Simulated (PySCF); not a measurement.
SMILES [SiH2]([SiH2]C)F, GFN2-xTB optimised geometry.

```
11

C      1.92    -1.04     0.00
Si     0.02    -1.04     0.00
Si    -0.76     1.13     0.00
F     -2.32     1.09    -0.43
H      2.31    -2.05     0.01
H      2.32    -0.55    -0.88
H      2.31    -0.52     0.87
H     -0.43    -1.81    -1.17
H     -0.43    -1.79     1.18
H     -0.81     1.82     1.29
H     -0.19     2.05    -0.99
```

Density from PBE0/def2-TZVP (PySCF 2.14.0) at that geometry.

Minimum of the electron density along straight lines between bonded atoms, close to the bond critical point (lines longer than 1.1 times the sum of covalent radii, or with two minima, are not listed):

```tsv
bond	length / Å	ρ at the minimum / e bohr⁻³	∇²ρ there / e bohr⁻⁵	position (fraction from the first atom)
C1–Si2	1.900	0.115	?	0.61
Si2–Si3	2.306	0.100	?	0.37
Si3–F4	1.617	0.132	?	0.42
C1–H5	1.086	0.275	-0.92	0.64
C1–H6	1.087	0.275	-0.92	0.64
C1–H7	1.087	0.275	-0.92	0.64
Si2–H8	1.472	0.122	0.18	0.49
Si2–H9	1.473	0.121	0.18	0.49
Si3–H10	1.462	0.127	0.19	0.49
Si3–H11	1.462	0.127	0.19	0.49
```

**Question.** Some entries are withheld; supply them.

**Answer.** 
- C1–Si2, ∇²ρ there / e bohr⁻⁵: 0.16
- Si2–Si3, ∇²ρ there / e bohr⁻⁵: -0.15
- Si3–F4, ∇²ρ there / e bohr⁻⁵: 0.94
